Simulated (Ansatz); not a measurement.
Start from `[CH3][InH][C]#N` and change one atom or group to get `N#[C][InH2]`.

Ansatz, PBE0-D4/def2-TZVP geometries, multiplicity 1. 

Elements past krypton have def2 core potentials.

| property | `[CH3][InH][C]#N` |
| --- | --- |
| HOMO energy (ωB97M-V/def2-TZVPP) / eV | -10.65 |
| size of the dipole moment (B3LYP/def2-TZVPP) / D | 4.98 |
| HOMO energy (PBE0/def2-TZVPP) / eV | -8.47 |
| zero-point energy (PBE0-D4/def2-TZVP) / kJ/mol | 128.4 |
| HOMO energy (B3LYP/def2-TZVPP) / eV | -8.26 |
| LUMO energy (PBE/def2-TZVPP) / eV | -2.98 |

**Question.** What does the change do to each property? (Best estimate.)

**Answer.** The calculation gave: 
```tsv
property	`N#[C][InH2]`	shift
HOMO energy (ωB97M-V/def2-TZVPP) / eV	-11.22	-0.57
size of the dipole moment (B3LYP/def2-TZVPP) / D	4.42	-0.56
HOMO energy (PBE0/def2-TZVPP) / eV	-9.01	-0.54
zero-point energy (PBE0-D4/def2-TZVP) / kJ/mol	50.4	-78.0
HOMO energy (B3LYP/def2-TZVPP) / eV	-8.80	-0.54
LUMO energy (PBE/def2-TZVPP) / eV	-3.38	-0.40
```

With PBE0 the HOMO falls by 0.54 eV and the LUMO falls by 0.39 eV, so the gap widens by about 0.15 eV. PBE moves the HOMO by -0.49 eV and ωB97M-V by -0.57 eV. The zero-point energy changes by -78.0 kJ/mol with -9 modes. Dipoles are sizes alone; their direction can turn.

B3LYP here is the variant with VWN-RPA as its local correlation; programs differ in this.
